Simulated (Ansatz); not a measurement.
Job for Ansatz (a first-principles code): U-wB97X-V/def2-TZVPP on ClGeH3 (SMILES [Cl][GeH3]), a point of a bond scan (R = 2.683 Å).

Ansatz 0.2 input:
```yaml
crystal:
  periodic: [false, false, false]
  atoms:
    - {symbol: Ge, position_ang: [-0.68437382, 0.03163627, 0.00355747]}
    - {symbol: Cl, position_ang: [1.48817264, -0.06879314, -0.00773572]}
    - {symbol: H, position_ang: [-1.35849351, 2.54298457, -0.65669513]}
    - {symbol: H, position_ang: [-1.14315274, -0.32666519, 1.42174700]}
    - {symbol: H, position_ang: [-1.18623477, -0.98290436, -1.03034895]}
basis:
  gaussian:
    orbitals: def2-TZVPP
hamiltonian:
  xc: {name: wB97X-V}
magnetization: {spin_polarized: true, initial_magnetization: 0}
```

The log:

```
WARN ansatz: RAYON_NUM_THREADS=1 ignored (pool sized by the plan → 1); use --threads N
Functional definition: wB97X-V
integrals: 0.07 GiB planned
876 factors; their error is unknown
integrals: 0.10 GiB planned
166 factors; integrals over basis functions are off by at most 4.1e-5 eV
mean field: 0.87 GiB planned
mean field evaluation 1: about -69079.5260 eV, gradient 1.6e1 eV
mean field evaluation 2: about -69079.8199 eV, gradient 1.7e1 eV
mean field evaluation 4: about -69080.5285 eV, gradient 5.9e-1 eV
mean field evaluation 8: about -69080.7285 eV, gradient 7.6e-2 eV
mean field evaluation 16: about -69080.7953 eV, gradient 5.5e-1 eV
mean field -69080.84655531 eV, -2538.6742862281 hartree, gradient 1.0e-5 eV, S^2 0.433128; 1 other end points of the search recorded, 0 dependent functions left out
reference -69080.84655407 eV, -2538.6742861826 hartree; 26, 26 occupied and 106, 106 virtual orbitals, 876 factors
Total energy: -69080.84655407 eV, -2538.6742861826 hartree
```

Self-consistency was reached. Its determinant has ⟨S²⟩ = 0.43, a mixture of spin states.

Cost: roughly 22 core-seconds.
